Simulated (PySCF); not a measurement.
GeH₆Si.
Cartesian coordinates in Å at the PBE0-D3(BJ)/def2-SVP level; atoms count from 1:
```xyz
8
GeH6Si angstrom
Si    -1.1433    0.0515    0.0195
Ge     1.2251   -0.1841   -0.0322
H     -1.7322   -0.9087    1.0021
H     -1.5129    1.4427    0.4222
H     -1.7163   -0.2282   -1.3325
H      1.6177   -1.6135   -0.4503
H      1.8465    0.8026   -1.0383
H      1.8282    0.0966    1.3570
```

Method used: EOM-IP-CCSD/aug-cc-pVDZ in PySCF, restricted Hartree–Fock reference, 14 core orbitals frozen, non-relativistic, gas phase, PBE0-D3(BJ)/def2-SVP geometry.

The vertical ionisation energies are 10.41, 11.89 (×2), 12.72 (×2), 16.92, 18.46 eV (×n: degenerate).

Which Hartree–Fock orbital leads each hole, and what is its Koopmans value −ε?

| leading hole (HF orbital) | Koopmans (eV) | EOM-IP-CCSD (eV) | change (eV) | one-hole share |
| --- | --- | --- | --- | --- |
| HOMO | 10.84 | 10.41 | -0.43 | 0.96 |
| HOMO-1/HOMO-2 | 12.57 | 11.89 | -0.68 | 0.94 |
| HOMO-3/HOMO-4 | 13.45 | 12.72 | -0.73 | 0.94 |
| HOMO-5 | 18.54 | 16.92 | -1.62 | 0.85 |
| HOMO-6 | 20.75 | 18.46 | -2.29 | 0.79 |

Does the order of the lines follow the orbital energies?

Yes, no two lines change places. The corrections run from -2.29 to -0.43 eV, with a mean of -1.15 eV over the 5 lines; no line lies above its Koopmans value. Koopmans values leave out both the relaxation of the orbitals and the change in correlation energy.

At what kinetic energies would He II light (40.81 eV) eject these electrons?

30.40 eV (HOMO), 28.92 eV (HOMO-1/HOMO-2), 28.09 eV (HOMO-3/HOMO-4), 23.89 eV (HOMO-5), 22.35 eV (HOMO-6).

What total energy has the lowest final state, and which wavelength reaches it?

E(CCSD) + ionisation energy = -2368.04150 + 0.38264 = -2367.65886 Eh, at the geometry of the initial state. The threshold wavelength is 1239.84 eV nm/10.41 eV = 119.1 nm.

One root was sought for each valence orbital with −ε under 21 eV, eight at most, so deeper holes and satellites are missing; no vibrational structure.
